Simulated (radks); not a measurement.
Values are calculated unless marked as measured or tabulated.
Isoelectronic series with 46 electrons, each ion in its NIST ground configuration. Level of theory: scalar-relativistic Kohn-Sham, PBE, spin-unpolarised, spherical densities, finite nucleus; Fermi nuclear charge, rms radius of each element as measured or else 0.836 A^(1/3) + 0.57 fm (a radial shooting solver on a logarithmic mesh with Libxc functionals). Total energies (hartree) and orbital eigenvalues (Ry):

| ion | configuration | E (hartree) | 4d | 4p | 4s |
|---|---|---|---|---|---|
| Pd | [Kr] 4d10 | -5045.79436 | -0.29750 | -3.76307 | -6.27145 |
| Ag+ | [Kr] 4d10 | -5315.64014 | -1.14943 | -4.91149 | -7.59032 |
| Cd2+ | [Kr] 4d10 | -5593.55746 | -2.23757 | -6.31353 | -9.17406 |
| In3+ | [Kr] 4d10 | -5879.54942 | -3.51967 | -7.91937 | -10.97206 |
| Sn4+ | [Kr] 4d10 | -6173.62632 | -4.97484 | -9.70484 | -12.95943 |
| Sb5+ | [Kr] 4d10 | -6475.81451 | -6.59084 | -11.65621 | -15.12202 |
| Te6+ | [Kr] 4d10 | -6786.14143 | -8.35981 | -13.76498 | -17.45107 |
| I7+ | [Kr] 4d10 | -7104.64941 | -10.27639 | -16.02552 | -19.94096 |
| Xe8+ | [Kr] 4d10 | -7431.37077 | -12.33672 | -18.43396 | -22.58789 |
| Cs9+ | [Kr] 4d10 | -7766.3520 | -14.53794 | -20.98752 | -25.38929 |
| Ba10+ | [Kr] 4d10 | -8109.6346 | -16.87787 | -23.68419 | -28.34343 |
